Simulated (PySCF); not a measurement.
## Correlation energy of Pr⁴⁺ (praseodymium, charge +4)

Starting occupation: [Xe] 4f1, 4f5/2 with m_j = +5/2. Calculation: PySCF 2.14, in x2c-SVPall-2c (7s10p9d3f1g, 112 functions); X2C-1e with screened-nucleus spin-orbit coupling, Gaussian nucleus. Frozen: [Ar] 3d10; 27 electrons correlated; the 16 highest virtual spinors left out.

MP2 pair energies summed by pair of shells (mhartree):

```json
{"pair": "4d3/2-4d5/2", "energy": "-137.71", "share (%)": "17.9"}
{"pair": "4d5/2-4d5/2", "energy": "-113.30", "share (%)": "14.7"}
{"pair": "4d5/2-5p3/2", "energy": "-62.99", "share (%)": "8.2"}
{"pair": "5p3/2-5p3/2", "energy": "-56.37", "share (%)": "7.3"}
{"pair": "5p1/2-5p3/2", "energy": "-51.45", "share (%)": "6.7"}
{"pair": "4d3/2-4d3/2", "energy": "-38.73", "share (%)": "5.0"}
{"pair": "4d3/2-5p3/2", "energy": "-35.08", "share (%)": "4.5"}
{"pair": "4d5/2-5p1/2", "energy": "-32.63", "share (%)": "4.2"}
{"pair": "4d5/2-4p3/2", "energy": "-26.64", "share (%)": "3.5"}
{"pair": "4d3/2-5p1/2", "energy": "-19.73", "share (%)": "2.6"}
{"pair": "5p3/2-5s1/2", "energy": "-18.33", "share (%)": "2.4"}
{"pair": "4d3/2-4p3/2", "energy": "-18.30", "share (%)": "2.4"}
{"pair": "4d5/2-4p1/2", "energy": "-14.36", "share (%)": "1.9"}
{"pair": "5p1/2-5p1/2", "energy": "-13.81", "share (%)": "1.8"}
{"pair": "4p3/2-4p3/2", "energy": "-13.27", "share (%)": "1.7"}
{"pair": "4d5/2-5s1/2", "energy": "-11.60", "share (%)": "1.5"}
{"pair": "4p1/2-4p3/2", "energy": "-11.13", "share (%)": "1.4"}
{"pair": "5p1/2-5s1/2", "energy": "-8.85", "share (%)": "1.1"}
{"pair": "4d3/2-4p1/2", "energy": "-8.48", "share (%)": "1.1"}
{"pair": "4f5/2-5p3/2", "energy": "-7.41", "share (%)": "1.0"}
{"pair": "4d3/2-5s1/2", "energy": "-6.64", "share (%)": "0.9"}
{"pair": "4d5/2-4f5/2", "energy": "-5.94", "share (%)": "0.8"}
{"pair": "5s1/2-5s1/2", "energy": "-5.43", "share (%)": "0.7"}
{"pair": "4d5/2-4s1/2", "energy": "-5.39", "share (%)": "0.7"}
{"pair": "4p3/2-5p3/2", "energy": "-5.37", "share (%)": "0.7"}
{"pair": "4p3/2-5s1/2", "energy": "-4.67", "share (%)": "0.6"}
{"pair": "4d3/2-4s1/2", "energy": "-3.51", "share (%)": "0.5"}
{"pair": "4d3/2-4f5/2", "energy": "-3.47", "share (%)": "0.5"}
{"pair": "4p3/2-5p1/2", "energy": "-3.40", "share (%)": "0.4"}
{"pair": "4f5/2-4p3/2", "energy": "-3.32", "share (%)": "0.4"}
```

Total MP2 correlation energy: -771.03 mhartree.

This basis was not built for core-valence correlation, so the inner-shell part is incomplete.
